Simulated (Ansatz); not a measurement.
Input file for Ansatz (a first-principles code): R-CCSD(T)/cc-pVTZ on C2H2O2 (SMILES O=CC=O), a point of a torsion scan.

Ansatz 0.2 input:
```yaml
crystal:
  periodic: [false, false, false]
  atoms:
    - {symbol: O, position_ang: [1.51180056, -0.08456761, -0.92118706]}
    - {symbol: C, position_ang: [0.75393693, -0.07287649, 0.00109288]}
    - {symbol: C, position_ang: [-0.75291907, -0.01747968, -0.07912928]}
    - {symbol: O, position_ang: [-1.50209167, -0.93986059, 0.03505816]}
    - {symbol: H, position_ang: [1.10406237, -0.06607492, 1.05639887]}
    - {symbol: H, position_ang: [-1.11278557, 1.02402059, -0.22774146]}
basis:
  gaussian:
    orbitals: cc-pVTZ
magnetization: {spin_polarized: false}
correlation: {method: ccsd_t, electrons: outside_noble_gas}
scf: {lower_state_search: off}
```

Output:

```
WARN ansatz: RAYON_NUM_THREADS=1 ignored (pool sized by the plan → 1); use --threads N
Functional definition: HF
these checks for a lower state are left out or cut short: stability, starts, cluster_reference, orbital_swaps, neighbouring_geometries, increment
integrals: 0.34 GiB planned
881 factors; integrals over basis functions are off by at most 1.1e-3 eV
mean field: 0.30 GiB planned
mean field evaluation 1: about -6163.8038 eV, gradient 4.5e1 eV
mean field evaluation 2: about -6163.8058 eV, gradient 4.5e1 eV
mean field evaluation 4: about -6167.8327 eV, gradient 3.6e0 eV
mean field evaluation 8: about -6167.9067 eV, gradient 2.0e-1 eV
mean field -6167.90697274 eV, -226.6664004906 hartree, gradient 3.1e-6 eV, S^2 0.000000; 0 other end points of the search recorded, 0 dependent functions left out
4 core orbitals not correlated
reference -6167.90697274 eV, -226.6664004906 hartree; 11, 11 occupied and 133, 133 virtual orbitals, 881 factors
second order -20.80556195 eV of doubles, -0.00000000 eV of singles
coupled cluster: 0.98 GiB planned
cycle   1  -20.34724164 eV  change    4.6e-1 eV  update   1.2e-1
cycle   2  -20.94009706 eV  change   -5.9e-1 eV  update   3.9e-2
cycle   3  -21.10110091 eV  change   -1.6e-1 eV  update   2.0e-2
cycle   4  -21.08136812 eV  change    2.0e-2 eV  update   5.1e-3
cycle   5  -21.07984944 eV  change    1.5e-3 eV  update   2.5e-3
cycle   6  -21.08228840 eV  change   -2.4e-3 eV  update   9.4e-4
cycle   7  -21.08209474 eV  change    1.9e-4 eV  update   5.2e-4
cycle   8  -21.08188855 eV  change    2.1e-4 eV  update   2.8e-4
cycle   9  -21.08196423 eV  change   -7.6e-5 eV  update   1.7e-4
cycle  10  -21.08193721 eV  change    2.7e-5 eV  update   8.0e-5
cycle  11  -21.08193398 eV  change    3.2e-6 eV  update   2.7e-5
cycle  12  -21.08196289 eV  change   -2.9e-5 eV  update   1.1e-5
cycle  13  -21.08196544 eV  change   -2.6e-6 eV  update   4.9e-6
perturbative correction -0.93614652 eV, -0.0344027501 hartree
Total energy: -6189.92508470 eV, -227.4755511807 hartree
Checks for a lower state left out: stability, starts, cluster_reference, orbital_swaps, neighbouring_geometries, increment
```

The run converged.

Cost: about 16 core-seconds (a rough figure).
